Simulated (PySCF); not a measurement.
## [HgI2]-: one-bond stretch

Level of theory: UPBE in PySCF with Hg def2-SVPD with ECP60, I def2-SVPD with ECP28; scalar-relativistic core potentials, no spin–orbit coupling; density-fitted integrals.

Rigid scan from the doublet minimum (Hg–I 3.042 Å (×2); I–Hg–I 180.0°). Coordinate: the bond from Hg to the last atom (I) scaled, the rest fixed. Energies in kJ/mol from the minimum.

```csv
scale of one bond,E (kJ/mol),"dipole size (D, about the centre of mass)",⟨S²⟩
0.92,9.3,1.16,0.75
0.96,1.9,0.56,0.75
1.00,0.0,0.00,0.75
1.05,2.2,0.64,0.75
1.12,9.7,1.42,0.75
1.20,20.1,2.16,0.75
1.35,37.1,3.20,0.75
1.55,51.4,–,0.75
1.80,58.1,–,0.75
2.20,187.7,–,0.75
```

Spin–orbit coupling, left out here, can matter for elements this heavy.
